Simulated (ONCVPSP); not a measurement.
What one change does to a pseudopotential (Ti, ONCV)

```json
{
 "Element": "titanium",
 "Generator": "ONCVPSP 4.0.1",
 "Type": "optimised norm-conserving Vanderbilt (ONCV)",
 "Functional": "PBEsol",
 "Relativity": "scalar-relativistic",
 "Frozen core": "[Ne]",
 "Valence charge": "12",
 "Reference configuration": "3s2 3p6 3d2 4s2",
 "Partial waves": "3s+4s: rc 2.00 bohr, ncon 5, nbas 8, qcut 6.4 1/bohr, 2 projectors; 3p: rc 1.70 bohr, ncon 4, nbas 8, qcut 10 1/bohr, 1 projector; 3d: rc 1.85 bohr, ncon 4, nbas 9, qcut 9.3 1/bohr, 1 projector",
 "Local potential": "polynomial inside 1.65 bohr (lpopt 5, dvloc0 0 Ha)",
 "Core correction": "none"
}
```

All-electron outer shells of the reference configuration (PBEsol, scalar-relativistic, ld1.x):

| shell | level (eV) | outermost node (bohr) | outermost maximum (bohr) |
| --- | --- | --- | --- |
| 2p | -443.92 | – | 0.22 |
| 3s | -62.45 | 0.40 | 0.87 |
| 3p | -38.77 | 0.37 | 0.90 |
| 4s | -4.48 | 1.24 | 2.92 |
| 3d | -4.27 | – | 0.98 |

Change: d: qcut 12.2.

Cutoffs: the cutoffs (Ha) at which the residual kinetic energy of the hardest occupied pseudo-wave falls to 1 and 0.1 mHa per electron; they do not see the model core or the augmentation charge, which bear on the density cutoff. Errors are all-electron minus pseudo energies relative to the spin-unpolarised reference configuration.

Problem. What does the change do?

Solution. The potential gets harder (29 Ha and 34 Ha → 37 Ha and 45 Ha); of the 4 tests that both files solve, the error grows in 0 and shrinks in 1 by more than 15 % and 0.3 meV (median size 0.8 → 0.8 meV); neither file shows a bound ghost. The waves are optimised to have the least kinetic energy above qcut, so the cutoff follows it (qcut²/2 in Ha).

| quantity | base | changed |
| --- | --- | --- |
| cutoff, loose | 29 Ha | 37 Ha |
| cutoff, tight | 34 Ha | 45 Ha |
| loose cutoff by channel | s 12 Ha, p 22 Ha, d 29 Ha | s 12 Ha, p 22 Ha, d 37 Ha |
| bound ghosts | none | none |
| GHOST(+) flags under 300 eV | none | none |
| error for 3s2 3p6 3d2 4s1, meV [ΔE 7.36 eV] | -0.3 | -0.4 |
| error for 3s2 3p6 3d2 4s0, meV [ΔE 20.83 eV] | -1.3 | -1.3 |
| error for 3s2 3p6 3d1 4s0, meV [ΔE 47.73 eV] | +33 | +16 |
| error for 3s2 3p6 3d2 4s1.5, meV [ΔE 2.94 eV] | -0.2 | -0.2 |
| s: phases at 2.03 bohr within 0.05 rad from the reference energy up to (Ha; the scan ends near 5) | 4.5 | 4.5 |
| p: phases at 1.73 bohr within 0.05 rad from the reference energy up to (Ha; the scan ends near 5) | 1.6 | 1.6 |
| d: phases at 1.88 bohr within 0.05 rad from the reference energy up to (Ha; the scan ends near 5) | 1.0 | 1.1 |
